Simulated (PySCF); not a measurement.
## Bond length, frequency and bond energy of ICl⁺ by level of theory

State: ²Π (doublet), unpaired electrons π ↑. Set-up: basis I cc-pVDZ-PP with ECP28, Cl cc-pV(D+d)Z; scalar-relativistic core potentials; PySCF 2.14. De refers to I⁺ + Cl in their high-spin ground configurations, without counterpoise correction. The functionals are run spin-unrestricted. A positive dipole points towards Cl; it is taken about the centre of mass and depends on that origin. Levels whose curve was spin-contaminated or gave no clean fit are not listed.

```json
{"Level": "UHF-CCSD", "Re (Å)": "2.293", "ωe (cm⁻¹)": "408", "De (eV)": "1.63", "μ (D)": "n/a"}
{"Level": "UHF-CCSD(T)", "Re (Å)": "2.300", "ωe (cm⁻¹)": "401", "De (eV)": "1.79", "μ (D)": "n/a"}
{"Level": "PBE", "Re (Å)": "2.294", "ωe (cm⁻¹)": "408", "De (eV)": "2.92", "μ (D)": "-0.05"}
{"Level": "revPBE", "Re (Å)": "2.301", "ωe (cm⁻¹)": "402", "De (eV)": "2.67", "μ (D)": "-0.09"}
{"Level": "BP86", "Re (Å)": "2.300", "ωe (cm⁻¹)": "403", "De (eV)": "2.89", "μ (D)": "-0.02"}
{"Level": "r²SCAN", "Re (Å)": "2.277", "ωe (cm⁻¹)": "423", "De (eV)": "2.57", "μ (D)": "-0.22"}
{"Level": "PBE0", "Re (Å)": "2.260", "ωe (cm⁻¹)": "440", "De (eV)": "2.46", "μ (D)": "-0.31"}
{"Level": "B97-3", "Re (Å)": "2.273", "ωe (cm⁻¹)": "433", "De (eV)": "2.40", "μ (D)": "-0.41"}
```

Task: Which functional lies closest to UHF-CCSD(T) in De, which farthest, and by how much do they differ from it?

Result: Closest is B97-3 (-2.7 pm in Re, +8.0 % in ωe, +0.61 eV in De against UHF-CCSD(T) in the same basis), farthest PBE (-0.6 pm in Re, +1.7 % in ωe, +1.13 eV in De). CCSD(T) converges more slowly with the basis than the functionals do and binds too weakly in this one, so the order can change at the basis-set limit.

Task: What does a quarter of exact exchange do here, going from PBE to PBE0?

Result: PBE0 less PBE: -3.4 pm in Re, +7.8 % in ωe, -0.46 eV in De. Exact exchange removes part of the self-interaction that spreads semilocal densities, and in most molecules shortens and stiffens the bond and lowers De; so it does here.

Correlated steps freeze 9 core orbitals. Correlated levels converge slowly with the basis: in double zeta they bind strong bonds too weakly, by up to about 1 eV, and carry superposition errors of some tenths. Spin–orbit coupling is left out, which matters for elements this heavy, above all for dissociation energies. For an ion De counts to the pair picked by the measured ionisation energies or electron affinities, which need not be the lowest pair at this level. Counting both spins, an empty level lies below a filled one in some of these solutions, because spin and occupation are held. The state was picked by a PBE0 search and need not be the measured ground state.
